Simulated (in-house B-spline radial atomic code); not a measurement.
Computed with a B-spline radial atomic code. Model: two electrons, singlet ground state, non-relativistic, full CI in B-splines with partial waves to l = 8 (at full coupling up to 3e-4 hartree above the limit, correlation up to 0.6 % small), density held at that of full coupling by Lieb maximisation.

W(λ) is the mean repulsion in the state of coupling λ less the Hartree energy of the fixed density. Its start is exact exchange, its initial slope is twice the second-order Görling-Levy correlation energy, and its area from 0 to 1 is E_xc. A straight curve means weak, dynamic correlation, and a curve that drops fast and flattens means strong correlation.

Command:
```bash
python run_ac.py task.json out
```
Settings (lengths in bohr, energies in hartree):
```
potential              ball
strength               1
lmax                   8
wall_radius            1.26
```

Time taken, with all properties: 3.7 s on 1 thread of Intel(R) Xeon(R) Processor @ 2.30GHz, with other jobs on the host.

**W = mean repulsion less Hartree energy, and W of three functionals.**

Given: confinement empty hard sphere; hard wall radius 1.26 bohr; external potential zero inside.

Computed: LDA exchange minus exact 185.2 millihartree; SCAN exchange minus exact -14.501 millihartree.

| coupling | W xc (hartree) | W xc minus exchange (millihartree) | kinetic minus Kohn-Sham (millihartree) | LDA (PW92) W minus its exchange (millihartree) | PBE W minus its exchange (millihartree) | SCAN W minus its exchange (millihartree) |
| --- | --- | --- | --- | --- | --- | --- |
| 0 | -1.3898 | 0 | 0 | 0 | 0 | 0 |
| 0.02 | ? | ? | ? | ? | ? | ? |
| 0.05 | -1.3954 | -5.555 | 0.1 | -26.69 | -9.96 | -4.84 |
| 0.12 | -1.403 | -13.162 | 0.8 | -51.84 | -22.61 | -11.39 |
| 0.25 | -1.4166 | -26.782 | 3.3 | -87.7 | -43.56 | -23.03 |
| 0.4 | -1.4315 | -41.715 | 8.1 | -120.66 | -64.91 | -35.76 |
| 0.6 | -1.4502 | -60.409 | 17.5 | -156.88 | -90.09 | -51.75 |
| 0.8 | -1.4676 | -77.816 | 29.6 | -187.51 | -112.5 | -66.75 |
| 1 | ? | ? | ? | ? | ? | ? |
| 1.4 | -1.5132 | -123.34 | 79.2 | -259.63 | -168.41 | -106.85 |
| 2 | -1.5505 | -160.64 | 142.3 | -314.14 | -212.94 | -141.04 |
| 3 | -1.5992 | -209.37 | 262.9 | -383.04 | -271.36 | -188.24 |
| 4.5 | -1.6513 | -261.5 | 455.9 | -457.1 | -336.22 | -242.77 |
| 7 | -1.707 | -317.14 | 770 | -539.97 | -410.71 | -306.38 |
| 10 | -1.748 | -358.21 | 1114.4 | -605.77 | -470.96 | -356.7 |

Question: What belongs in the row 0.02?

Answer: W xc (hartree): -1.3921; W xc minus exchange (millihartree): -2.235; kinetic minus Kohn-Sham (millihartree): 0; LDA (PW92) W minus its exchange (millihartree): -12.88; PBE W minus its exchange (millihartree): -4.1; SCAN W minus its exchange (millihartree): -1.96.

Question: What belongs in the row 1?

Answer: W xc (hartree): -1.4839; W xc minus exchange (millihartree): -94.044; kinetic minus Kohn-Sham (millihartree): 44.2; LDA (PW92) W minus its exchange (millihartree): -214.25; PBE W minus its exchange (millihartree): -132.77; SCAN W minus its exchange (millihartree): -80.88.

Question: What is the PBE exchange minus exact?

Answer: 58.003 millihartree.

**Energy parts, natural occupations and partial-wave weights.**

Computed: total energy 7.5706 hartree; exchange energy -1.3898 hartree; correlation energy -0.049829 hartree; kinetic part of the DFT correlation energy 0.044215 hartree; initial slope twice GL2 -0.11215 hartree; kinetic part over minus potential part 0.47015; Hartree energy 2.7796 hartree.

```json
{"natural": "s", "occupation of the shell (electrons)": "1.9886"}
{"natural": "p", "occupation of the shell (electrons)": "0.010585"}
{"natural": "d", "occupation of the shell (electrons)": "0.00043383"}
{"natural": "s", "occupation of the shell (electrons)": "0.0002393"}
{"natural": "f", "occupation of the shell (electrons)": "?"}
{"natural": "p", "occupation of the shell (electrons)": "4.5337e-05"}
```

Question: What belongs in the row f?

Answer: occupation of the shell (electrons): 5.699e-05.

```json
{"wave": "s", "weight": "0.99442"}
{"wave": "p", "weight": "?"}
{"wave": "d", "weight": "0.00022277"}
{"wave": "f", "weight": "3.0339e-05"}
{"wave": "g", "weight": "6.8963e-06"}
```

Question: What belongs in the row p?

Answer: weight: 0.005316.

Question: What is the Lieb Oxford ratio E_xc over LDA exchange?

Answer: 1.1951.

Question: What is the Kohn-Sham kinetic?

Answer: 6.2306 hartree.

Half-way to full coupling W has made 54 % of its drop, against 50 % for a straight line, and second-order (GL2) theory, half the initial slope, overshoots the correlation energy by about 13 %: a moderate bend, as in light atoms. Over couplings 0 to 1 the errors in E_xc come to about +104 millihartree for LDA, +34 millihartree for PBE, -7.5 millihartree for SCAN, so SCAN is nearest. In LDA and PBE and SCAN the errors of exchange and correlation have opposite signs, so the sum is smaller than the larger of the two.
